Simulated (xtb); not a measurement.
Br2H2OSn, SMILES [SnH]([Br])([OH])[Br]. All values are semi-empirical tight-binding results from xtb (GFN2-xTB unless named), good for trends rather than for accurate numbers. Geometry: GFN2-xTB. The structure was generated by enumeration; whether it is a known compound was not checked. Other conformers were not sampled.

Optimised geometry:

Bonds (Å): Sn1–O2 1.957, Sn1–Br3 2.496, Sn1–Br4 2.467, Sn1–H5 1.732, O2–H6 0.957. Bond angles (°): O2–Sn1–Br3 106.2, O2–Sn1–Br4 103.9, O2–Sn1–H5 110.7, Br3–Sn1–Br4 110.8, Br3–Sn1–H5 112.6, Br4–Sn1–H5 112.1, Sn1–O2–H6 118.3.
Charge 0, spin multiplicity 1.

For metal compounds this method's bond lengths and energies can be far off.

Problem. Estimate the properties. (Estimate from the structure and the level; the computed values follow.)

Solution. 
```yaml
orbital_gap: 2.68 eV
zero_point_energy: 11.3 kcal/mol
G − E(el) at 298.15 K (modified RRHO): -11.1 kcal/mol
```

Computed atomic charges and the Wiberg bond orders between heavy atoms:
charges (e) Sn1 0.43, O2 -0.50, Br3 -0.17, Br4 -0.12, H5 0.04, H6 0.31. Bond orders Sn1–O2 0.89, Sn1–Br3 0.82, Sn1–Br4 0.87.
